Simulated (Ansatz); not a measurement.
`O[SiH2][SiH2][GeH3]` + `N[SiH2][SiH2]Cl` → `O[SiH2][SiH2][SiH2]Cl` + `N[SiH2][GeH3]`  (redistribution)

Program: Ansatz. Geometries: PBE0-D4/def2-TZVP. ΔE: electronic, gas phase. CCSD(T)/CBS is the MP2 limit (def2-TZVPP, def2-QZVPP) plus CCSD(T) − MP2 in def2-TZVPP, frozen cores. Functionals use def2-TZVPP. For Ge outer-core shells are correlated without core-valence functions, which leaves a few kJ/mol of doubt a bond. Scalar relativity is left out up to krypton. One conformer a species, not always the lowest.

Problem. Is it downhill or uphill in electronic energy at CCSD(T)/CBS, and by how much? (Best estimate.)

Solution. The calculation gave: Uphill: ΔE = +0.04 eV.

Problem. What do these levels give: PBE0-D4, r2SCAN, HF/def2-TZVPP, MP2/def2-TZVPP, CCSD/def2-TZVPP, CCSD(T)/def2-TZVPP? (Best estimate.)

Solution. The calculation gave: PBE0-D4 0.04, r2SCAN 0.02, HF/def2-TZVPP 0.06, MP2/def2-TZVPP 0.05, CCSD/def2-TZVPP 0.05, CCSD(T)/def2-TZVPP 0.04 eV.

Largest T1 diagnostic among the species: 0.012.
